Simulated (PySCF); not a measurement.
Isomers of C4H8ClFSi2, one GFN2-xTB conformer each. Single-point energies are computed at PBE0/pcSseg-1 (PySCF, gas phase, no added dispersion term), electronic only.

Task: Rank them by PBE0/pcSseg-1 energy, lowest first (kJ/mol).
A. `[F:1][C:2]1=[C:3]([Cl:4])[CH2:5][SiH2:6][SiH2:7][CH2:8]1` with C2–C3–C5–Si6 -62°, C3–C5–Si6–Si7 48°, C5–Si6–Si7–C8 0°, Si6–Si7–C8–C2 -47°
B. `[CH2:1]=[CH:2][Si@H:3]([Cl:4])/[C:5]([F:6])=[CH:7]/[SiH3:8]` with C1–C2–Si3–Cl4 -137°, C2–Si3–C5–F6 -65°
C. `[F:1][C@@H:2]([Cl:3])[C@@H:4]1[CH:5]=[CH:6][SiH2:7][SiH2:8]1` with F1–C2–C4–C5 -57°, C2–C4–C5–C6 -109°, C5–C6–Si7–Si8 -6°, C6–Si7–Si8–C4 10°, C2–C4–Si8–Si7 108°
D. `[CH3:1][C:2]#[C:3][Si@@:4]([F:5])([SiH3:6])[CH2:7][Cl:8]` with C3–Si4–C7–Cl8 -84°
E. `[F:1][Si@@:2]1([SiH3:3])[CH:4]=[CH:5][CH2:6][C@H:7]1[Cl:8]` with F1–Si2–C4–C5 122°, C4–C5–C6–C7 -15°, C5–C6–C7–Cl8 -97°, F1–Si2–C7–C6 -130°
F. `[F:1][SiH2:2][SiH2:3][C:4]1=[C:5]([Cl:6])[CH2:7][CH2:8]1` with F1–Si2–Si3–C4 175°, Si2–Si3–C4–C5 8°
G. `[CH2:1]=[CH:2][Si@@:3]1([Cl:4])[CH2:5][SiH2:6][C@@H:7]1[F:8]` with C1–C2–Si3–Cl4 -2°
H. `[CH2:1]=[CH:2][Si@@:3]1([Cl:4])[CH2:5][SiH2:6][C@H:7]1[F:8]` with C1–C2–Si3–Cl4 2°

Result: E (0.0), H (65.5), G (71.0), D (83.7), F (106.1), B (116.7), A (153.0), C (172.2).

As drawn, the lowest has an Si–F bond, which the highest lacks. Neighbours about 10 kJ/mol apart or less (C=C[Si@@]1(Cl)C[SiH2][C@H]1F and C=C[Si@@]1(Cl)C[SiH2][C@@H]1F) can change places with a better method, another conformer or zero-point energy. C=C[Si@@]1(Cl)C[SiH2][C@H]1F and C=C[Si@@]1(Cl)C[SiH2][C@@H]1F are stereoisomers, 5.5 kJ/mol apart in the conformers taken. GFN2-xTB itself gives, in the same order: 7.1, 161.7, 164.9, 93.5, 0.0, 137.2, 122.1, 166.5. GFN2-xTB puts F[SiH2][SiH2]C1=C(Cl)CC1 lowest instead; measured from each level's own lowest isomer, the values differ by up to 106.1 kJ/mol (F[SiH2][SiH2]C1=C(Cl)CC1: 0.0 against 106.1).

Task: Which frontier levels, dipoles and rotational constants go with these structures?

Result: 
| SMILES | HOMO (eV, PBE0/pcSseg-1) | LUMO (eV) | dipole (D) | A, B, C (MHz) |
| --- | --- | --- | --- | --- |
| F[Si@@]1([SiH3])C=CC[C@H]1Cl | -7.84 | -1.15 | 3.45 | 1633, 879.9, 748.4 |
| C=C[Si@@]1(Cl)C[SiH2][C@H]1F | -7.51 | -0.94 | 1.65 | 1548, 875.5, 747.9 |
| C=C[Si@@]1(Cl)C[SiH2][C@@H]1F | -7.48 | -0.93 | 3.06 | 1605, 855.1, 769.2 |
| CC#C[Si@@](F)([SiH3])CCl | -7.78 | -0.86 | 2.17 | 1125, 727.9, 592.5 |
| F[SiH2][SiH2]C1=C(Cl)CC1 | -7.40 | -0.69 | 3.24 | 1889, 700.9, 521.6 |
| C=C[Si@H](Cl)/C(F)=C/[SiH3] | -7.80 | -1.11 | 1.12 | 1612, 652.3, 499.9 |
| FC1=C(Cl)C[SiH2][SiH2]C1 | -6.65 | -0.44 | 3.01 | 1691, 941.4, 666.2 |
| F[C@@H](Cl)[C@@H]1C=C[SiH2][SiH2]1 | -7.88 | -0.59 | 1.76 | 1844, 887.2, 875.5 |

Task: As an exercise, what shares would exp(−E/RT) give at 2000 K from these electronic energies alone (no entropy, no degeneracies)?

Result: RT = 16.629 kJ/mol: F[Si@@]1([SiH3])C=CC[C@H]1Cl 95.9 %, C=C[Si@@]1(Cl)C[SiH2][C@H]1F 1.9 %, C=C[Si@@]1(Cl)C[SiH2][C@@H]1F 1.3 %, CC#C[Si@@](F)([SiH3])CCl 0.6 %, F[SiH2][SiH2]C1=C(Cl)CC1 0.2 %, C=C[Si@H](Cl)/C(F)=C/[SiH3] 0.1 %, FC1=C(Cl)C[SiH2][SiH2]C1 under 0.1 %, F[C@@H](Cl)[C@@H]1C=C[SiH2][SiH2]1 under 0.1 %.
